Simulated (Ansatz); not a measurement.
The cluster Hg2O2, relaxed as a singlet with RKS PBE0-D4/def2-TZVP in Ansatz, starting from the GFN1-xTB geometry. Force threshold 0.02 eV/Å.

In the def2 sets Hg takes a core potential; there is no spin–orbit coupling. The restricted singlet is unstable: a solution with broken spin symmetry lies lower. At PBE0-D4/def2-TZVP a triplet of charge 0 lies 4.00 eV below the restricted singlet, each at its own geometry. The structure comes from a short search, and lower isomers may exist.

Start:

| atom | x (Å) | y (Å) | z (Å) |
| --- | --- | --- | --- |
| Hg1 | -0.282 | -1.573 | 0.647 |
| Hg2 | 1.210 | 1.012 | -0.725 |
| O3 | -0.672 | 0.029 | -0.651 |
| O4 | -0.256 | 0.532 | 0.729 |

| step | energy (eV) | largest force component (eV/Å) | SCF passes |
| --- | --- | --- | --- |
| 1 | -12437.9563 | 2.462 | 24 |
| 2 | -12438.4589 | 0.820 | 46 |
| 3 | -12438.6423 | 0.343 | 49 |
| 4 | -12438.7755 | 0.355 | 37 |
| 5 | -12438.8687 | 0.355 | 45 |
| 6 | -12438.8841 | 0.059 | 34 |
| 7 | -12438.8846 | 0.024 | 29 |
| 8 | -12438.8846 | 0.007 | 28 |

Force components are those of the run's own axes.

End:

```xyz
4

Hg   -0.948   -1.647    0.874
Hg    0.948    1.646   -0.874
O    -0.216   -0.259   -0.721
O     0.216    0.259    0.721
```

By distances, no bond broke or formed. The bond that changes most is Hg1–O3, from 2.10 to 2.24 Å (atoms count from 1).

No frequencies were taken in this run, so the end may be a saddle point.

It took 7.5 s on 4 threads of AMD EPYC 9R45 on a shared host.
